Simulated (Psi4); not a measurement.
Psi4 input (wB97X-D/6-31G*):

```
memory 1500 MB

molecule {
-1 1
C     1.58735500    1.00251000    0.74862200
C     0.60003800    0.34711500    0.36065900
C    -0.51716100   -0.45249600    0.06311600
O    -1.14520500   -0.53716200   -0.99400300
H    -0.85975800   -1.08547400    0.91764700
symmetry c1
no_reorient
no_com
}

set {
  basis 6-31G*
  reference rks
  scf_type pk
  dft_radial_points 99
  dft_spherical_points 590
  e_convergence 1e-8
  d_convergence 1e-7
  maxiter 150
}

e = energy('wb97x-d')
print_out(f'\nFINAL {e:.10f} DIPOLE {variable("CURRENT DIPOLE")[0]:.6f} {variable("CURRENT DIPOLE")[1]:.6f} {variable("CURRENT DIPOLE")[2]:.6f}\n')
```

From the output:

```
    ---------------------

    Doubly Occupied:

       1A    -19.059460     2A    -10.195195     3A    -10.043510
       4A    -10.033777     5A     -0.931571     6A     -0.622015
       7A     -0.512563     8A     -0.391638     9A     -0.329621
      10A     -0.279441    11A     -0.150503    12A     -0.115957
      13A     -0.109180    14A     -0.106469

    Virtual:

      15A      0.231157    16A      0.348009    17A      0.411448
      18A      0.445807    19A      0.580628    20A      0.607743
      21A      0.709703    22A      0.782220    23A      0.805409
      24A      0.871948    25A      0.906134    26A      0.954020
      27A      0.988418    28A      1.007461    29A      1.038707
      30A      1.086566    31A      1.119718    32A      1.163379
      33A      1.270546    34A      1.291426    35A      1.374750
      36A      1.394069    37A      1.530372    38A      1.657299
      39A      1.740439    40A      1.767647    41A      1.893344
      42A      1.914690    43A      1.986292    44A      2.061522
      45A      2.113802    46A      2.169960    47A      2.259011
      48A      2.272227    49A      2.304497    50A      2.420674
      51A      2.554018    52A      2.676888    53A      2.772755
      54A      2.930912    55A      3.115308    56A      3.167191
      57A      3.320789    58A      3.582443    59A      4.103049
      60A      4.350034    61A      4.466912    62A      4.995579

    Final Occupation by Irrep:
              A
    DOCC [    14 ]
    NA   [    14 ]
    NB   [    14 ]

  @RKS Final Energy:  -189.97305626001202

   => Energetics <=

    Nuclear Repulsion Energy =             81.8160081454217050
    One-Electron Energy =                -425.8662499149190808
    Two-Electron Energy =                 171.6339466213815115
    DFT Exchange-Correlation Energy =     -17.5562046114486776
    Empirical Dispersion Energy =          -0.0005565004474736
    VV10 Nonlocal Energy =                  0.0000000000000000
    Total Energy =                       -189.9730562600120152

Computation Completed

Properties will be evaluated at   0.000000,   0.000000,   0.000000 [a0]

Properties computed using the SCF density matrix

 Multipole Moments:

 ------------------------------------------------------------------------------------
     Multipole            Electronic (a.u.)      Nuclear  (a.u.)        Total (a.u.)
 ------------------------------------------------------------------------------------

 L = 1.  Multiply by 2.5417464519 to convert [e a0] to [Debye]
 Dipole X            :         -1.3037839           -0.0000113           -1.3037952
 Dipole Y            :         -1.0432843            0.0000076           -1.0432767
 Dipole Z            :         -0.0786822            0.0000094           -0.0786728
 Magnitude           :                                                    1.6716751

 ------------------------------------------------------------------------------------

FINAL -189.9730562600 DIPOLE -1.303795 -1.043277 -0.078673

*** Psi4 exiting successfully. Buy a developer a beer!
```

The dipole moment of an ion depends on the origin.

The geometry given is a B3LYP-D3(BJ)/def2-TZVP minimum.
